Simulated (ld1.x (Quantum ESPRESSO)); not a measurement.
# u(r) = r·R(r): atom against pseudo-atom (europium)

Columns: radius, all-electron u(r) and pseudo u(r) of the 5d shell (level -13.65 eV) of europium in the configuration [Kr] 4d10 4f7 5s2 5p6 5d0 6s0 6p0; BLYP, scalar-relativistic, TM scheme, ld1.x (Quantum ESPRESSO) 7.5.

```json
{"r (bohr)": "0.105", "all-electron": "0.1564", "pseudo": "0.0006"}
{"r (bohr)": "0.210", "all-electron": "0.1101", "pseudo": "0.0045"}
{"r (bohr)": "0.315", "all-electron": "-0.1051", "pseudo": "0.0147"}
{"r (bohr)": "0.420", "all-electron": "-0.2502", "pseudo": "0.0336"}
{"r (bohr)": "0.525", "all-electron": "-0.2739", "pseudo": "0.0628"}
{"r (bohr)": "0.630", "all-electron": "-0.2084", "pseudo": "0.1025"}
{"r (bohr)": "0.735", "all-electron": "-0.0968", "pseudo": "0.1522"}
{"r (bohr)": "0.840", "all-electron": "0.0303", "pseudo": "0.2102"}
{"r (bohr)": "0.945", "all-electron": "0.1549", "pseudo": "0.2738"}
{"r (bohr)": "1.050", "all-electron": "0.2680", "pseudo": "0.3399"}
{"r (bohr)": "1.155", "all-electron": "0.3658", "pseudo": "0.4052"}
{"r (bohr)": "1.260", "all-electron": "0.4473", "pseudo": "0.4665"}
{"r (bohr)": "1.365", "all-electron": "0.5132", "pseudo": "0.5213"}
{"r (bohr)": "1.470", "all-electron": "0.5649", "pseudo": "0.5676"}
{"r (bohr)": "1.575", "all-electron": "0.6040", "pseudo": "0.6046"}
{"r (bohr)": "1.680", "all-electron": "0.6322", "pseudo": "0.6322"}
{"r (bohr)": "1.785", "all-electron": "0.6510", "pseudo": "0.6510"}
{"r (bohr)": "1.890", "all-electron": "0.6620", "pseudo": "0.6620"}
{"r (bohr)": "1.995", "all-electron": "0.6664", "pseudo": "0.6664"}
{"r (bohr)": "2.100", "all-electron": "0.6654", "pseudo": "0.6654"}
{"r (bohr)": "2.205", "all-electron": "0.6598", "pseudo": "0.6598"}
{"r (bohr)": "2.310", "all-electron": "0.6505", "pseudo": "0.6505"}
{"r (bohr)": "2.415", "all-electron": "0.6383", "pseudo": "0.6383"}
{"r (bohr)": "2.520", "all-electron": "0.6236", "pseudo": "0.6236"}
{"r (bohr)": "2.625", "all-electron": "0.6069", "pseudo": "0.6069"}
{"r (bohr)": "2.730", "all-electron": "0.5888", "pseudo": "0.5888"}
```

Question: How many radial nodes do the two functions have?

Answer: The all-electron 5d function has n − l − 1 = 2; the pseudo-wave has 0, since the states of the same l below it are removed with the core.

Question: At about which radius was the pseudo-wave matched?

Answer: 2.10 bohr. The columns agree to 0.0005 from 1.68 bohr on; several derivatives are matched, so the curves merge somewhat inside the radius.

Question: Is the pseudo-wave norm-conserving?

Answer: Yes: the TM scheme keeps the norm inside the radius equal to the all-electron one, which fixes the energy derivative of the logarithmic derivative at the level.
